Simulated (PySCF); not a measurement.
# Name the molecule from its bond curve

A diatomic of charge 0 contains Cs. Its singlet curve at PW91 in a triple-zeta basis (scalar-relativistic core potentials, PySCF), in eV from the separated fragments:

(R (Å), E (eV)): (2.513, -3.853), (2.630, -4.195), (2.747, -4.377), (2.834, -4.438), (2.922, -4.452), (3.010, -4.432), (3.127, -4.368), (3.273, -4.249), (3.448, -4.076), (3.682, -3.828)

The fit gives ωe = 213 cm⁻¹ and the rotational constant Bₑ = 0.07187 cm⁻¹.

Question: Which atom is the partner?

Answer: The minimum lies at 2.911 Å, so the reduced mass is 16.8576 u Å² cm⁻¹/(Bₑ·Re²) = 27.68 u. With Cs at 132.91 u the partner weighs about 35.0 u: Cl. The molecule is CsCl.

Spin–orbit coupling is left out.
